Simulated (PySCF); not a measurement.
C₃H₄ClF. Atoms are numbered in the order given.

```xyz
9

F     -0.8850     1.9517     0.6458
C     -0.6344     0.8828    -0.1436
C     -1.3289    -0.4023     0.1572
C      0.1396    -0.2442     0.4381
Cl     1.3255    -1.0906    -0.5388
H     -0.4498     1.1582    -1.1872
H     -1.9896    -0.4281     1.0280
H     -1.6324    -1.0282    -0.6856
H      0.4455    -0.1448     1.4827
```

The structure is a stationary point at PBE0-D3(BJ)/def2-SVP.

The numbers are results of B3LYP/def2-TZVP (PySCF), not measurements.

Atomic charges (e):

```csv
atom,meta-Löwdin,Mulliken
F1,-0.30,-0.22
C2,0.19,0.12
C3,-0.25,-0.23
C4,-0.10,-0.03
Cl5,-0.09,-0.13
H6,0.12,0.10
H7,0.14,0.13
H8,0.14,0.12
H9,0.14,0.14
```

Computed Mayer and Wiberg (Löwdin basis) orders of the bonds:
| bond | Mayer | Wiberg |
|---|---|---|
| F1–C2 | 1.03 | 1.70 |
| C2–C3 | 0.94 | 1.27 |
| C2–C4 | 0.95 | 1.25 |
| C3–C4 | 0.95 | 1.27 |
| C4–Cl5 | 1.06 | 1.65 |
| C2–H6 | 0.98 | 0.85 |
| C3–H7 | 0.95 | 0.86 |
| C3–H8 | 0.94 | 0.86 |
| C4–H9 | 0.95 | 0.85 |
